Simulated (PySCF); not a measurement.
# Computed vibrations of La(NH2)3

La(NH2)3 (singlet). PySCF 2.14.0, RKS BP86, La lcecp-1-SVP with ECP46, N def2-SVP, H def2-SVP; non-relativistic Hamiltonian with scalar-relativistic core potentials where named; density fitting; no spin-orbit coupling. Central differences of gradients.

```xyz
10

La    0.0000    0.0000    0.0000
N     2.3441    0.0000    0.0000
H     2.9842    0.0000    0.8105
H     2.9842    0.0000   -0.8105
N    -1.1721    2.0301    0.0000
H    -1.4921    2.5844    0.8105
H    -1.4921    2.5844   -0.8105
N    -1.1721   -2.0301    0.0000
H    -1.4921   -2.5844    0.8105
H    -1.4921   -2.5844   -0.8105
```

Run from Python with OMP_NUM_THREADS=2. Where DIIS fails, smearing, a level shift and second-order steps follow.
It took 48 s on 2 threads of Arm Neoverse V1, with other jobs on the host.

Q: What are the harmonic wavenumbers and infrared intensities?

A: Modes are labelled in D3h; negative numbers are unstable modes, those under 60 cm⁻¹ near the noise; a finer grid moves soft modes by up to 10 cm⁻¹.
```json
{"cm⁻¹": "-508", "km/mol": "–", "symmetry": "e''"}
{"cm⁻¹": "-508", "km/mol": "–", "symmetry": "e''"}
{"cm⁻¹": "-457", "km/mol": "–", "symmetry": "a1''"}
{"cm⁻¹": "-146", "km/mol": "–", "symmetry": "a2''"}
{"cm⁻¹": "94", "km/mol": "0.0", "symmetry": "e'"}
{"cm⁻¹": "94", "km/mol": "0.0", "symmetry": "e'"}
{"cm⁻¹": "220", "km/mol": "108.8", "symmetry": "a2''"}
{"cm⁻¹": "226", "km/mol": "0.0", "symmetry": "e''"}
{"cm⁻¹": "226", "km/mol": "0.0", "symmetry": "e''"}
{"cm⁻¹": "342", "km/mol": "0.0", "symmetry": "a2'"}
{"cm⁻¹": "383", "km/mol": "267.6", "symmetry": "e'"}
{"cm⁻¹": "383", "km/mol": "267.6", "symmetry": "e'"}
{"cm⁻¹": "464", "km/mol": "202.0", "symmetry": "e'"}
{"cm⁻¹": "464", "km/mol": "202.0", "symmetry": "e'"}
{"cm⁻¹": "487", "km/mol": "0.0", "symmetry": "a1'"}
{"cm⁻¹": "1471", "km/mol": "12.8", "symmetry": "e'"}
{"cm⁻¹": "1471", "km/mol": "12.8", "symmetry": "e'"}
{"cm⁻¹": "1472", "km/mol": "0.0", "symmetry": "a1'"}
{"cm⁻¹": "3377", "km/mol": "2.4", "symmetry": "e'"}
{"cm⁻¹": "3377", "km/mol": "2.4", "symmetry": "e'"}
{"cm⁻¹": "3377", "km/mol": "0.0", "symmetry": "a1'"}
{"cm⁻¹": "3449", "km/mol": "0.0", "symmetry": "e''"}
{"cm⁻¹": "3449", "km/mol": "0.0", "symmetry": "e''"}
{"cm⁻¹": "3449", "km/mol": "0.0", "symmetry": "a2''"}
```

Q: Is this a minimum?

A: No: 4 unstable; the lowest moves the atoms so:
```
La   0.00  0.00  0.00
N    0.00  0.00  0.00
H    0.00  0.57  0.00
H    0.00 -0.57  0.00
N    0.00  0.00  0.03
H    0.22  0.18 -0.01
H   -0.22 -0.18 -0.01
N    0.00  0.00 -0.03
H   -0.23  0.18  0.01
H    0.23 -0.18  0.01
```
